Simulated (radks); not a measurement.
Task: Species: Ti II. Configuration: [Ar] 3d2.5 4s0.5 (fractional occupations, a model configuration). All-electron calculation, scalar-relativistic Kohn-Sham, PBE, spin-polarised, spherical densities, point nucleus; open shells are filled with parallel spins first. Program: a radial shooting solver on a logarithmic mesh with Libxc functionals. Some entries of the table are withheld. Estimate them.

| orbital | occ. | eigenvalue (eV) | <r^2> (bohr^2) | r(max) (bohr) |
|---|---|---|---|---|
| 1s down | 1 | -4873.576 | 0.006513 | 0.04555 |
| 1s up | 1 | -4873.574 | 0.006513 | 0.04555 |
| 2s up | 1 | -541.4160 | 0.1250 | 0.2689 |
| 2s down | 1 | -540.7794 | 0.1247 | 0.2688 |
| 2p up | 3 | -448.7143 | 0.1038 | 0.2196 |
| 2p down | 3 | -448.2223 | 0.1035 | 0.2194 |
| 3s up | 1 | -68.2612 | 1.183 | 0.8714 |
| 3s down | 1 | -66.1121 | 1.181 | 0.8709 |
| 3p up | 3 | -44.6142 | 1.416 | 0.9054 |
| 3p down | 3 | -42.4484 | 1.413 | 0.9045 |
| 3d up | 2.5 | -10.2832 | 3.385 | (1) |
| 4s up | 0.5 | -10.1211 | 11.84 | 2.762 |
| 3d down | 0 | -8.1167 | 3.451 | (2) |

Result: 
(1) 3d up r(max) (bohr): 1.001
(2) 3d down r(max) (bohr): 0.9983
